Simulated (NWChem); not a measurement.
Everything below was run with NWChem. System: HFOSi, charge 0, spin multiplicity 1, at a geometry optimised with PBE0/def2-SVP. The structure started from a generated list of species. Level: EOM-CCSD/def2-SVPD, 7 core orbitals frozen.

Input file:

```
start mol
memory heap 100 mb stack 700 mb global 1900 mb
geometry units angstroms nocenter noautoz
  Si    -0.624042    -0.000062     0.000000
  F      0.434754     1.257965     0.000000
  O      0.430326    -1.277341     0.000000
  H      1.381192    -1.102082     0.000000
  symmetry group Cs
end
basis spherical
  * library def2-svpd
end
scf
  rhf
  nopen 0
  maxiter 100
  thresh 1e-7
  semidirect memsize 60000000 filesize 0
end
tce
  freeze core 7
  ccsd
  nroots 2
  2eorb
  2emet 13
  thresh 1e-5
  maxiter 200
  tilesize 24
end
task tce energy
```

Part of the output:

```
             Northwest Computational Chemistry Package (NWChem) 7.3.0
             --------------------------------------------------------

                                NWChem Input Module
                                -------------------

 Scaling coordinates for geometry "geometry" by  1.889725989
 (inverse scale =  0.529177249)

 Turning off AUTOSYM since
 SYMMETRY directive was detected!

                             Geometry "geometry" -> ""
                             -------------------------

 Output coordinates in angstroms (scale by  1.889725989 to convert to a.u.)

  No.       Tag          Charge          X              Y              Z
 ---- ---------------- ---------- -------------- -------------- --------------
    1 Si                  14.0000    -0.62404200    -0.00006200     0.00000000
    2 F                    9.0000     0.43475400     1.25796500     0.00000000
    3 O                    8.0000     0.43032600    -1.27734100     0.00000000
    4 H                    1.0000     1.38119200    -1.10208200     0.00000000

 Effective nuclear repulsion energy (a.u.)     100.8521640421

            Nuclear Dipole moment (a.u.)
            ----------------------------
        X                 Y               Z
 ---------------- ---------------- ----------------
    -0.0000037795     0.0000132281     0.0000000000

      Symmetry information
      --------------------

 Group name             Cs
 Group number              2
 Group order               2
 No. of unique centers     4

      Symmetry unique atoms

     1    2    3    4


 Summary of "ao basis" -> "" (spherical)
 ------------------------------------------------------------------------------
       Tag                 Description            Shells   Functions and Types
 ---------------- ------------------------------  ------  ---------------------
 *                         def2-svpd                  on all atoms

 Summary of "ao basis" -> "ao basis" (spherical)
 ------------------------------------------------------------------------------
       Tag                 Description            Shells   Functions and Types
[...]
   0.0023929557405   0.2104264833487    5.72600
   0.0934613614577   0.3115802400689    8.47853     1.4     1.4

 Iteration  10 using   20 trial vectors
   0.0011442166831   0.2104296410044    5.72608
   0.0567981983282   0.3048671519653    8.29586     1.2     1.2

 Iteration  11 using   22 trial vectors
   0.0005292449544   0.2104317298813    5.72614
   0.0344393120132   0.3025196991984    8.23198     1.3     1.3

 Iteration  12 using   24 trial vectors
   0.0002708064615   0.2104317899299    5.72614
   0.0257373257775   0.3015025925814    8.20431     1.2     1.2

 Iteration  13 using   26 trial vectors
   0.0001247749648   0.2104309073940    5.72612
   0.0182842140729   0.3009815602053    8.19013     1.5     1.5

 Iteration  14 using   28 trial vectors
   0.0000584521567   0.2104305980992    5.72611
   0.0106424306604   0.3008458291796    8.18644     1.5     1.5

 Iteration  15 using   30 trial vectors
   0.0000268245872   0.2104307013276    5.72611
   0.0055084595824   0.3007410549818    8.18358     1.7     1.7

 Iteration  16 using   32 trial vectors
   0.0000121764240   0.2104308016255    5.72612
   0.0028379720888   0.3007196263696    8.18300     1.5     1.5

 Iteration  17 using   34 trial vectors
   0.0000054196465   0.2104308511498    5.72612
   0.0015033410666   0.3007328853223    8.18336     1.7     1.7

 Iteration  18 using   35 trial vectors
   0.0000049720220   0.2104308585889    5.72612
   0.0007961442524   0.3007272466917    8.18321     1.0     1.0

 Iteration  19 using   36 trial vectors
   0.0000049920158   0.2104308590239    5.72612
   0.0005236723596   0.3007264166606    8.18319     0.8     0.8

 Iteration  20 using   37 trial vectors
   0.0000049778957   0.2104308588208    5.72612
   0.0003759939648   0.3007248794268    8.18314     0.8     0.8

 Iteration  21 using   38 trial vectors
   0.0000049744210   0.2104308580944    5.72612
   0.0002433218580   0.3007229854113    8.18309     1.0     1.0

 Iteration  22 using   39 trial vectors
   0.0000049854760   0.2104308565744    5.72612
   0.0001457105937   0.3007240199078    8.18312     1.1     1.1

 Iteration  23 using   40 trial vectors
   0.0000049706373   0.2104308561264    5.72612
   0.0000832395135   0.3007239625959    8.18312     1.0     1.0

 Iteration  24 using   41 trial vectors
   0.0000049655049   0.2104308560354    5.72612
   0.0000454532811   0.3007236736993    8.18311     0.8     0.8

 Iteration  25 using   42 trial vectors
   0.0000049603519   0.2104308558577    5.72612
   0.0000253917665   0.3007234813148    8.18311     0.8     0.8

 Iteration  26 using   43 trial vectors
   0.0000049561123   0.2104308558582    5.72612
   0.0000157378890   0.3007234610889    8.18311     0.8     0.8

 Iteration  27 using   44 trial vectors
   0.0000049574035   0.2104308557142    5.72612
   0.0000088723255   0.3007234581623    8.18311     0.7     0.7
 --------------------------------------------------------------
 Iterations converged
 ------------------

 Excited state root  1
 Excitation energy / hartree =        0.210430855714242
                   / eV      =        5.726117366502179
 largest EOMCCSD amplitudes: R1 and R2

 Singles contributions
    17a"  (alpha) ---    14a'  (alpha)        0.1092005353
    17a"  (alpha) ---    16a'  (alpha)       -0.8910919005
    26a"  (alpha) ---    16a'  (alpha)        0.1115370277

 Doubles contributions
 ------------------

 Excited state root  2
 Excitation energy / hartree =        0.300723458162306
                   / eV      =        8.183105136616293
 largest EOMCCSD amplitudes: R1 and R2

 Singles contributions
    17a"  (alpha) ---    14a'  (alpha)       -0.8744685664
    17a"  (alpha) ---    16a'  (alpha)       -0.1103792668
    26a"  (alpha) ---    14a'  (alpha)        0.1564538251

 Doubles contributions

 Task  times  cpu:       84.0s     wall:       84.0s

 Total times  cpu:       84.0s     wall:       84.0s
```
